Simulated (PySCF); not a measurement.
Compound: C7H12.
Geometry (GFN2-xTB, Å), atoms numbered from 1 in this order:
```xyz
19
C7H12 angstrom
C      2.5190    0.9940    1.0568
C      1.8589    0.4607    0.2131
C      1.0478   -0.1856   -0.7977
C     -0.2756   -0.7256   -0.2286
C      0.0097   -1.8484    0.7668
C     -1.1071    0.3733    0.4409
C     -1.5413    1.4805   -0.5132
H      3.1067    1.4605    1.7898
H      1.6189   -1.0159   -1.2247
H      0.8474    0.5288   -1.6003
H     -0.8526   -1.1363   -1.0663
H     -0.9177   -2.2497    1.1694
H      0.5541   -2.6588    0.2860
H      0.6115   -1.4721    1.5916
H     -0.5274    0.8081    1.2580
H     -1.9987   -0.0881    0.8726
H     -2.0403    1.0636   -1.3863
H     -2.2345    2.1534   -0.0132
H     -0.6886    2.0668   -0.8456
```

Vertical excitations from PySCF (density fitting, frozen core in the response, grid level 2 and gas phase unless stated; continuum runs use non-equilibrium linear response for the excitations) on a GFN2-xTB geometry. Reference run:

```json
{"settings": "PBE0/def2-SVPD, full TDDFT, 8 singlets", "S1, eV (f)": "6.69 (0.000)", "S2, eV (f)": "6.94 (0.004)", "S3, eV (f)": "6.98 (0.001)", "S4, eV (f)": "7.44 (0.016)", "S5, eV (f)": "7.45 (0.024)", "S6, eV (f)": "8.04 (0.064)", "T1, eV (Tamm–Dancoff)": "5.44", "mean α (au)": "81.5"}
```

What do these settings give: BLYP/def2-SVPD, full TDDFT, 25 singlets?

```csv
settings,"S1, eV (f)","S2, eV (f)","S3, eV (f)","S4, eV (f)","S5, eV (f)","S6, eV (f)","T1, eV (Tamm–Dancoff)",mean α (au)
"BLYP/def2-SVPD, full TDDFT, 25 singlets",6.26 (0.000),6.35 (0.016),6.64 (0.000),6.72 (0.010),6.74 (0.004),7.00 (0.019),–,84.6
```

S1 moves by -0.43 eV (BLYP has no exact exchange, PBE0 25 % exact exchange). States are counted by energy in each run and needn't keep their character from row to row.

Give the leading configurations of S1 (H = HOMO, L = LUMO) and the HOMO–LUMO gap of each run.

| settings | S1 configurations (weight) | S1 (eV) | orbital gap (eV) | S1 − gap (eV) |
| --- | --- | --- | --- | --- |
| PBE0/def2-SVPD, full TDDFT, 8 singlets | H→L 0.32, H→L+1 0.25, H→L+5 0.12 | 6.69 | 8.36 | -1.67 |
| BLYP/def2-SVPD, full TDDFT, 25 singlets | H→L 0.99 | 6.26 | 6.24 | +0.02 |

Where S1 or the frontier orbitals are degenerate, the weights hang on an arbitrary mixing within the set.

One conformer stands for the species.
